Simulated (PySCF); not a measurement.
PySCF input:

```python
from pyscf import gto, scf, dft

mol = gto.M(
    atom='''
    Si    0.08423056    0.53583095    0.08353826
    C    -1.60657879   -0.27790926    0.04317714
    C     1.44961718   -0.72059869   -0.19884867
    H     0.15375758    1.58831459   -0.96360297
    H     0.28448302    1.19954371    1.39824161
    H    -1.78546613   -0.75677980   -0.92201004
    H    -1.68915625   -1.04320053    0.81804114
    H    -2.40069599    0.45285969    0.20741869
    H     1.43146023   -1.49522125    0.57091376
    H     1.33515035   -1.20880052   -1.16913743
    H     2.43300894   -0.24730157   -0.17537133
    ''',
    basis='def2-tzvpd',
    charge=0,
    spin=0,
    verbose=4,
)

mf = dft.RKS(mol, xc='m062x').density_fit(auxbasis='def2-universal-jkfit')
mf.grids.level = 4
mf.conv_tol = 1e-9
mf.max_cycle = 100
mf.max_memory = 1500
mf.kernel()
if not mf.converged:
    mf = mf.newton()
    mf.kernel(mf.make_rdm1())
mf.analyze()
```

Task: What final total energy does it print?

Result: -370.49967 Eh (M06-2X/def2-TZVPD).
